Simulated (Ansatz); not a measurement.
C₄H₇F₃, SMILES `CC(F)CC(F)F`, 14 atoms. The species carries charge 0 and has multiplicity 1. All runs use 4 threads of an Arm Neoverse V2 on a shared host. Correlated methods freeze the cores.

Question: How many basis functions does each run have, and how long does it take in Ansatz? RKS BHLYP-D4/def2-TZVPP energy; RKS PBE0-D4/def2-SVP energy; RKS PBE0-D4/def2-TZVPP energy; RKS ωB97M-V/def2-QZVPP energy; RHF-MP2/def2-TZVPP energy; RKS ωB97M-V/def2-SVP energy; RKS HSE06 (plane-wave form)-D4/def2-TZVPP energy; RKS PBE0-D4/def2-TZVP frequencies; RHF-CCSD(T)/def2-SVP energy; RKS B2PLYP (frozen core)/def2-TZVPP energy; RKS PBE0-D4/def2-TZVP relaxation (7 steps); RHF-MP2/def2-QZVPP energy. (Best estimate.)

Answer: Computed: Other jobs shared the machine, so times are rough.

```tsv
level	job	functions	wall time	peak host memory (GiB)
RKS PBE0-D4/def2-SVP	energy	133	1.6 s	0.33
RKS PBE0-D4/def2-TZVPP	energy	315	4.5 s	0.91
RKS BHLYP-D4/def2-TZVPP	energy	315	4.8 s	0.97
RKS HSE06 (plane-wave form)-D4/def2-TZVPP	energy	315	4.9 s	0.97
RHF-MP2/def2-TZVPP	energy	315	6 s	1
RKS ωB97M-V/def2-SVP	energy	133	6.5 s	0.45
RKS B2PLYP (frozen core)/def2-TZVPP	energy	315	9 s	1.1
RHF-CCSD(T)/def2-SVP	energy	133	26 s	1.1
RKS ωB97M-V/def2-QZVPP	energy	609	30 s	2.9
RKS PBE0-D4/def2-TZVP	relaxation (7 steps)	259	40 s	0.78
RHF-MP2/def2-QZVPP	energy	609	49 s	5.7
RKS PBE0-D4/def2-TZVP	frequencies	259	5.3 min	0.79
```
